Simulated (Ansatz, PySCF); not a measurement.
This singlet lies 1.54 eV below the relaxed triplet at the level B3LYP/cc-pVTZ // PBE0-D3(BJ)/def2-TZVP (Ansatz, an electronic-structure program).

C2H2N2, SMILES `[C-]#[N+][C]N` (lower singlet) (charge 0, multiplicity 1)

Calculation: PBE0-D3(BJ)/def2-TZVP run with PySCF.

```json
{
  "HOMO": "-7.09 eV",
  "dipole_moment": "4.83 D",
  "HOMO–LUMO gap": "5.11 eV",
  "LUMO": "-1.98 eV",
  "total_energy": "-186.6549 Ha",
  "cost": "about 16 core-seconds (a rough figure)"
}
```

```xyz
6

C      2.3486    -0.0437     0.5963
N      1.2201    -0.2829     0.3640
C     -0.0071    -0.7881     0.0512
N     -0.9282     0.1341     0.1365
H     -0.7535     1.1007     0.4012
H     -1.8798    -0.1201    -0.0722
```
